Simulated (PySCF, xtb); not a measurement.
Si(H)(F)(vinyl)(OH) (C2H5FOSi), SMILES C=C[SiH](O)F. Other conformers were not sampled.

Harmonic wavenumbers (cm⁻¹) from GFN2-xTB in xtb at its own minimum, in rising order: 48, 141, 180, 231, 281, 359, 501, 618, 664, 699, 784, 815, 927, 933, 1015, 1034, 1283, 1420, 1669, 2403, 3029, 3075, 3110, 3658.

Task: What does PBE0-D3(BJ)/def2-SVP (PySCF) give at its own minimum? (The exact figures need the calculation; the answer reports its results.)

Result: 93, 169, 220, 303, 342, 414, 539, 675, 782, 831, 881, 894, 955, 1010, 1014, 1046, 1275, 1417, 1686, 2311, 3143, 3163, 3245, 3930. Paired by order, the mean absolute difference is 70 cm⁻¹ and the zero-point energies are 41.3 and 43.4 kcal/mol.
